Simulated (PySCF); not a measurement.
C7H5F3.
Geometry (GFN2-xTB, Å), atoms numbered from 1 in this order:
```xyz
15
C7H5F3 angstrom
C     -2.6195   -0.5123   -0.3363
C     -1.3749   -0.0894   -0.1001
C     -0.9684    1.1935    0.4708
C      0.3722    1.2236    0.5418
C      0.8868   -0.0387    0.0200
C      2.3386   -0.3550   -0.0527
F      2.9315   -0.3270    1.1570
F      3.0187    0.5232   -0.8154
F      2.5819   -1.5708   -0.5660
C     -0.1390   -0.8241   -0.3631
H     -2.8149   -1.4818   -0.7635
H     -3.4743    0.1027   -0.1085
H     -1.6565    1.9598    0.7700
H      0.9997    2.0132    0.9096
H     -0.0864   -1.8087   -0.7854
```

The closed-shell ground state was solved at several levels (PySCF, density fitting, gas phase, non-relativistic).

```tsv
level	basis functions	HOMO (eV)	LUMO (eV)	gap (eV)	dipole (D)
PBE0/pcSseg-1	195	-7.06	-2.56	4.50	3.76
CAM-B3LYP/def2-SVPD	249	-8.38	-1.49	6.89	3.86
```

Task: What might PBE0/def2-SVPD (249 basis functions) give for the same quantities?

Result: HOMO -7.08 eV, LUMO -2.59 eV, gap 4.49 eV, dipole 3.81 D.

Task: How far do the dipole and the HOMO energy spread over the levels?

Result: The dipole runs from 3.76 to 3.86 D (mean 3.81 D) and the HOMO from -8.38 to -7.06 eV.
